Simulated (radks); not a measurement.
Kinetic energies: the exact non-interacting value of the Kohn-Sham orbitals and orbital-free approximations, as 100 (|E| - |E exact|)/|E exact|, negative where the magnitude is too small. Species: Lu+ [Xe] 4f14 6s2; Ca2+ [Ar]; Ba [Xe] 6s2; Ga+ [Ar] 3d10 4s2; Zn [Ar] 3d10 4s2. Method: non-relativistic Kohn-Sham, exchange-only PBE, spin-polarised, spherical densities, point nucleus; computed with a radial shooting solver on a logarithmic mesh with Libxc functionals. Every spin shell is full or empty, so the densities are truly spherical. Functionals are evaluated on that one density, not self-consistently.

functional	Lu+	Ca2+	Ba	Ga+	Zn
exact (hartree)	13851.2	675.945	7882.72	1922.92	1777.78
Thomas-Fermi	-4.86	-6.94	-5.15	-6.26	-6.36
von Weizsacker	-63.10	-43.26	-59.95	-51.19	-50.65
TF + vW/9	-0.76	-0.63	-0.70	-0.84	-0.87
TF + vW/5	+2.52	+4.41	+2.86	+3.50	+3.51
APBEK	-0.01	+0.21	+0.08	+0.01	-0.02
Perdew 92	-0.75	-0.62	-0.69	-0.83	-0.86
PG1	+12.95	+22.50	+14.37	+18.25	+18.47
DePristo-Kress	-0.25	+0.03	-0.14	-0.17	-0.19
